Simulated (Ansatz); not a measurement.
Consider the stannylene formation by 1,1-elimination: `C[O][Sn]([CH3])([SH])[Cl]` → `C[O][Sn][Cl]` + CH₃SH.

Isolated molecules relaxed with PBE0-D4/def2-TZVP in Ansatz; ΔE leaves out vibrations. CBS: MP2 limit from def2 TZ/QZ plus the TZ coupled-cluster correction, frozen cores. This one scheme is used for every species. Functionals use def2-TZVPP. B3LYP here is the variant with VWN-RPA as its local correlation; programs differ in this. Elements past krypton have def2 core potentials. For Sn outer-core shells are correlated without core-valence functions, which leaves a few kJ/mol of doubt a bond. One conformer a species, not always the lowest.

Problem. Is it downhill or uphill in electronic energy at CCSD(T)/CBS, and by how much? (Best estimate.)

Solution. Computed: Uphill: ΔE = +79.8 kJ/mol.

Problem. What do these levels give: PBE0-D4, B3LYP-D4, B3LYP, MP2/def2-TZVPP, CCSD(T)/def2-TZVPP, HF/def2-QZVPP? (An estimate is asked.)

Solution. The calculation gave: PBE0-D4 70.8, B3LYP-D4 46.2, B3LYP 28.1, MP2/def2-TZVPP 81.5, CCSD(T)/def2-TZVPP 79.2, HF/def2-QZVPP 56.8 kJ/mol.

Largest T1 diagnostic among the species: 0.017.

In def2-TZVPP, CCSD(T) changes the Hartree–Fock value by +21.7 kJ/mol (the triples alone add +4.6 kJ/mol) and MP2 by +24.0 kJ/mol. The D4 term adds +18.1 kJ/mol with B3LYP and +10.8 kJ/mol with PBE0; it sums over pairs of atoms, weighted by their polarisabilities, and B3LYP, whose exchange is more repulsive, gets the larger term. From PBE to PBE0 (25 % exact exchange), in def2-TZVPP and without D4, ΔE moves by +18.6 kJ/mol.
